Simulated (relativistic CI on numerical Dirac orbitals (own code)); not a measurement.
# Calculated levels, Tb31+

Computed by Dirac-Coulomb-Breit CI, KLI orbitals optimised for each configuration, model QED (radiative potential, 1s self-energy scaled to tabulated hydrogen-like ionisation energies), unscaled Slater integrals (own radial code, finite nucleus).

Configuration list (outside the closed core [Ar] 3d10): 4s2 4p4, 4s 4p5, 4s2 4p3 4d, 4p6, 4s 4p4 4d, 4s2 4p3 4f, 4s 4p4 4f, 4p5 4d, 4s 4p3 4d2, 4s2 4p2 4d 4f, 4p5 4f, 4p4 4d2, 4p3 4d3, 4p3 4d2 4f. Double excitations out of closed p, d and f shells are left out; levels of such configurations are missing from the list, as are those of other unlisted configurations, and high levels can miss mixing partners.

The lowest level is 4s2 4p4 3P_2, with 71 % of that term; Hund's rules for 4s2 4p4 give 3P with J = 2, in agreement.

```tsv
No.	Configuration	Term	J	E (cm⁻¹)	%	Next component (%)	Landé g
1	4s2 4p4	3P	2	0	71	28 1D	1.356
2	4s2 4p4	1S	0	66848	58	41 3P	
3	4s2 4p4	3P	1	359117	99	1 4s 4p4 4d 3P	1.498
4	4s2 4p4	1D	2	391146	71	28 3P	1.138
5	4s2 4p4	3P	0	779990	58	41 1S	
6	4s 4p5	3P°	2	934874	64	16 4s2 4p3 4d 3P°	1.439
7	4s2 4p3 4d	5D°	1	959046	21	21 3P°	1.192
8	4s2 4p3 4d	3F°	2	975215	30	27 3D°	1.065
9	4s2 4p3 4d	3P°	0	983170	52	36 5D°	
10	4s2 4p3 4d	3F°	3	988825	27	23 5D°	1.169
11	4s2 4p3 4d	3F°	4	1056583	43	35 5D°	1.290
12	4s 4p5	3P°	1	1073723	30	23 1P°	1.327
13	4s2 4p3 4d	3D°	2	1108747	33	25 5D°	1.314
14	4s2 4p3 4d	3D°	3	1143173	24	21 3F°	1.136
15	4s2 4p3 4d	3D°	1	1182567	57	20 3P°	0.881
16	4s 4p5	3P°	0	1271216	38	29 4s2 4p3 4d 3P°	
17	4s2 4p3 4d	3D°	1	1287591	36	31 5D°	1.040
18	4s2 4p3 4d	3F°	2	1296936	44	28 3D°	1.024
19	4s2 4p3 4d	3F°	3	1319927	42	23 3G°	1.111
20	4s2 4p3 4d	1S°	0	1327669	41	32 4s 4p5 3P°	
21	4s2 4p3 4d	3D°	1	1350569	36	22 4s 4p5 1P°	0.955
22	4s2 4p3 4d	3G°	4	1353087	53	25 1G°	1.079
23	4s2 4p3 4d	3D°	3	1371223	59	25 5D°	1.327
24	4s2 4p3 4d	5D°	4	1380851	46	20 1G°	1.278
25	4s2 4p3 4d	3F°	2	1393922	57	27 1D°	0.858
26	4s2 4p3 4d	3F°	4	1416646	64	32 1G°	1.168
27	4s2 4p3 4d	3G°	5	1430612	99	1 4s 4p3 4d2 3G°	1.197
28	4s2 4p3 4d	3S°	1	1452723	35	15 3D°	1.394
29	4s2 4p3 4d	3P°	2	1462968	49	16 1D°	1.322
30	4s2 4p3 4d	3D°	3	1473852	62	12 3F°	1.197
31	4s2 4p3 4d	3D°	2	1483595	52	32 3P°	1.246
32	4s2 4p3 4d	3P°	0	1490887	38	31 1S°	
33	4s2 4p3 4d	3P°	1	1505951	40	24 3D°	1.166
34	4s2 4p3 4d	1F°	3	1507663	36	31 3D°	1.133
35	4s2 4p3 4d	3D°	2	1530496	36	31 3F°	1.054
36	4s2 4p3 4d	3D°	1	1548480	26	21 3P°	1.153
37	4s2 4p3 4d	1F°	3	1558331	41	28 3F°	1.044
38	4s2 4p3 4d	1P°	1	1584289	37	27 3S°	1.218
39	4s2 4p3 4d	1D°	2	1602544	41	28 3D°	1.190
40	4s2 4p3 4d	3P°	0	1802721	74	10 4s 4p5 3P°	
41	4s2 4p3 4d	3F°	4	1802722	55	15 5D°	1.221
42	4s2 4p3 4d	3P°	2	1811324	39	28 3D°	1.266
43	4s2 4p3 4d	3P°	1	1814166	38	23 3D°	1.232
44	4s2 4p3 4d	3D°	3	1846858	35	33 1F°	1.170
45	4s2 4p3 4d	3D°	2	1847949	43	33 1D°	1.025
46	4s2 4p3 4d	1F°	3	1854664	44	35 3D°	1.104
47	4s 4p4 4d	5D	2	1933376	47	21 5P	1.465
48	4s 4p4 4d	5D	3	1937349	51	17 5F	1.391
49	4s 4p4 4d	5P	1	1947701	39	31 5D	1.805
50	4s 4p4 4d	5F	4	1956195	41	27 5D	1.332
51	4p6	1S	0	1997817	58	30 4s 4p4 4d 1S	
52	4s 4p4 4d	5F	5	2001573	75	20 3G	1.353
53	4s2 4p3 4d	1P°	1	2016074	42	38 3D°	0.910
54	4s 4p4 4d	3P	0	2019169	60	39 5D	
55	4s 4p4 4d	3F	4	2024537	50	34 5D	1.304
56	4s 4p4 4d	3D	1	2040451	58	18 5F	0.698
57	4s 4p4 4d	3G	3	2040491	29	23 3F	1.028
58	4s 4p4 4d	3D	2	2055477	37	29 5F	1.063
59	4s 4p4 4d	3D	1	2064430	28	20 5F	0.999
60	4s 4p4 4d	3D	2	2080767	30	25 5P	1.272
61	4s 4p4 4d	3P	1	2114681	48	21 1P	1.442
62	4s 4p4 4d	3D	3	2125930	44	18 3F	1.261
63	4s 4p4 4d	5P	3	2159291	34	31 3D	1.354
64	4s 4p4 4d	3D	2	2161598	34	19 1D	1.275
65	4s 4p4 4d	3F	4	2163075	49	22 1G	1.193
66	4s 4p4 4d	3D	3	2176922	34	19 1F	1.203
67	4s 4p4 4d	3F	2	2209082	33	29 1D	0.997
68	4s 4p4 4d	3D	1	2226344	37	27 3P	1.027
69	4s 4p4 4d	3P	0	2230819	53	35 5D	
70	4s 4p4 4d	1D	2	2250287	26	19 3D	1.063
```

Energies count from the lowest computed level; ° marks odd parity.

The mean weight of the leading LS term, summed over parents, in these 70 levels is 46 %, and that of the leading jj configuration (from the same eigenvectors) 77 %, so jj coupling describes them better and the LS labels are nominal.

At this charge energies of transitions that change n are usually good to better than 1 %, and those within a shell (Δn = 0) to a few per cent.

LS names give the leading component of a level, which can be under half, so a name can repeat, a term be missing and a line seem to break the LS rules.
